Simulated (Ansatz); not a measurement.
C₂H₈AlFSi, SMILES `C[CH2][Al]([F])[SiH3]` at its PBE0-D4/def2-TZVP geometry, where that method's forces vanish. The species carries charge 0 and has multiplicity 1.

```tsv
atom	x (Å)	y (Å)	z (Å)
C1	-1.7226	0.6494	-0.2234
C2	-0.7209	0.3651	-1.3425
Al3	1.0004	-0.3310	-0.7421
F4	2.1480	-0.6686	-1.8890
Si5	1.6350	-0.7268	1.5969
H6	-1.3374	1.3828	0.4909
H7	-1.9600	-0.2518	0.3486
H8	-2.6669	1.0436	-0.6094
H9	-0.5290	1.2730	-1.9285
H10	-1.1402	-0.3474	-2.0642
H11	0.4901	-1.2784	2.3775
H12	2.7806	-1.6674	1.7349
H13	2.0229	0.5577	2.2503
```

Q: For each bond, give half the difference of the two atoms' forces along it (eV/Å; positive pushes the atoms apart) under PBE-D4, r2SCAN-D4, B3LYP-D4, ωB97M-V in def2-TZVPP. (An estimate is asked.)

A: Ansatz gave: 
```csv
bond,length (Å),PBE-D4,r2SCAN-D4,B3LYP-D4,ωB97M-V
C1–C2,1.529,0.01,0.15,0.23,0.24
C1–H6,1.094,0.10,-0.03,-0.06,-0.07
C1–H7,1.094,0.10,-0.03,-0.07,-0.07
C1–H8,1.094,0.12,-0.04,-0.08,-0.10
C2–Al3,1.951,-0.07,-0.06,-0.01,-0.06
C2–H9,1.098,0.11,-0.01,-0.08,-0.09
C2–H10,1.097,0.11,-0.01,-0.08,-0.09
Al3–F4,1.657,0.44,0.04,0.12,0.14
Al3–Si5,2.456,-0.18,-0.02,0.01,-0.04
Si5–H11,1.491,0.10,-0.01,-0.06,-0.09
Si5–H12,1.489,0.09,-0.01,-0.06,-0.09
Si5–H13,1.492,0.10,0.00,-0.06,-0.10
```

B3LYP here is the variant with VWN-RPA as its local correlation; programs differ in this.
